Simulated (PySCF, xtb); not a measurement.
Se(OH)(GeH3) (GeH₄OSe), SMILES [GeH3][Se]O. One conformer was computed; it need not be the lowest.

Harmonic wavenumbers (cm⁻¹) from GFN2-xTB (xtb 6.7.1) at its own minimum, in rising order: 51, 114, 181, 268, 447, 453, 562, 736, 813, 849, 993, 1916, 2003, 2034, 3561.

Question: What does PBE-D3(BJ)/def2-SVP (PySCF 2.14.0) give at its own minimum? (The exact figures need the calculation; the answer reports its results.)

Answer: 114, 128, 272, 351, 494, 516, 602, 778, 827, 851, 1068, 2063, 2081, 2092, 3667. Paired by order, the mean absolute difference is 62 cm⁻¹ and the zero-point energies are 21.4 and 22.7 kcal/mol.
